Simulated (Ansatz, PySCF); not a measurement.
Pulling on the C3–H4 bond in CH4Si (SMILES C[SiH]) (multiplicity 1 held, fragments rigid). Energies count from the point at 1.090 Å.
Geometry at that point (charge 0, multiplicity 1):
```xyz
6

Si    -0.44284    -0.33733     0.51775
H     -1.42990    -0.70044    -0.59087
C      0.77077     0.54411    -0.65074
H      1.64710     0.94860    -0.14442
H      0.25621     1.35865    -1.17490
H      1.10167    -0.14881    -1.43392
```

U- levels take the lowest unrestricted solution at each point, which mixes spins at long bonds. Active spaces are followed from a long bond inwards. Curves can end on different states.

Frozen-core correlation. Rows in 3-21G, 6-31G* carry no dispersion term and start afresh at each structure (6-31G* with six Cartesian d functions). MP2/6-31G* freezes PySCF's default core.

Codes used: Ansatz (Gaussian orbitals); PySCF for 3-21G rows, 6-31G* rows. Values without a source in brackets are computed.

Other levels give for the energy at R = 3.488 Å: U-PBE/cc-pV(T+d)Z 110.99; U-B3LYP/cc-pV(T+d)Z 112.94; U-wB97X-V/cc-pV(T+d)Z 115.29; FIC-MRCISD+Q on CASSCF(2,2)/cc-pV(T+d)Z 113.32 kcal/mol.

Common cheap choices:

```csv
level,energy at R = 3.488 Å (kcal/mol)
R-HF/3-21G,202.51
R-HF/6-31G*,193.99
U-HF/6-31G*,90.21
R-B3LYP/6-31G*,150.29
U-B3LYP/6-31G*,114.25
R-MP2/6-31G*,145.00
```

Doubts at one or more of the structures used: a restricted determinant that unrestricted orbitals would lower (R-HF/3-21G, R-HF/6-31G*, R-B3LYP/6-31G*, R-MP2/6-31G*); a spin-contaminated determinant (U-HF/6-31G*, U-B3LYP/6-31G*, U-PBE/cc-pV(T+d)Z, U-B3LYP/cc-pV(T+d)Z, U-wB97X-V/cc-pV(T+d)Z).

Ansatz is a first-principles code.
